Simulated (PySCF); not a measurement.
Al(F)(Cl)(vinyl) (C₂H₃AlClF), SMILES [F][Al]([CH]=C)[Cl]. Geometry: PBE-D3(BJ)/def2-SVP. The structure was generated by enumeration; whether it is a known compound was not checked. One conformer was computed; it need not be the lowest.

The numbers are results of PBE-D3(BJ)/def2-SVP in PySCF, not measurements.

Harmonic wavenumbers (cm⁻¹): 83, 101, 198, 217, 297, 462, 462, 678, 866, 961, 969, 1017, 1219, 1370, 1598, 3037, 3070, 3129. Rotational constants (GHz): 3.340, 2.444, 1.411; symmetry number 1.

Question: Work out the zero-point energy and the ideal-gas rigid-rotor harmonic-oscillator thermochemistry at 298.15 K and 1 atm.

Answer: ZPE = ½ Σ hcν = ½ × 19734 cm⁻¹ = 118.04 kJ/mol. H − E(el) = 138.08 kJ/mol. Entropy in J/(mol K): translation 167.19, rotation 116.00, vibration 63.60, total 346.80. G − E(el) = 34.69 kJ/mol. Cp = 95.56 J/(mol K). Modes under 150 cm⁻¹ make the vibrational entropy uncertain.
